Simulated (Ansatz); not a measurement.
Basis-set extrapolation for C2H6AlNOSi (PBE0-D4/def2-TZVP geometry, frozen core, Ansatz 0.2.0). Multiplicity 1, RHF reference.

```csv
,def2-TZVPP,def2-QZVPP
HF,-739.525438,-739.551440
MP2 correlation,-0.952720,-1.021377
CCSD(T) correlation,-1.037500,not run
```

Energies in hartree. Use E(X) = E(∞) + A·exp(−7.88·√X) for Hartree–Fock and E(X) = E(∞) + B·X^(−2.97) for correlation, with X = 3 and 4, and add CCSD(T) minus MP2 of the smaller set to the MP2 limit.

Question: What is the CCSD(T) energy at the basis-set limit?

Answer: HF limit: -739.551440 + (-0.026002) × 0.13774 = -739.55502. MP2 limit: -1.021377 + (-0.068657) × 0.74074 = -1.07223. Higher-order term: -1.037500 − (-0.952720) = -0.08478. Total: -740.71203 hartree, 4.06 eV below CCSD(T)/def2-TZVPP.
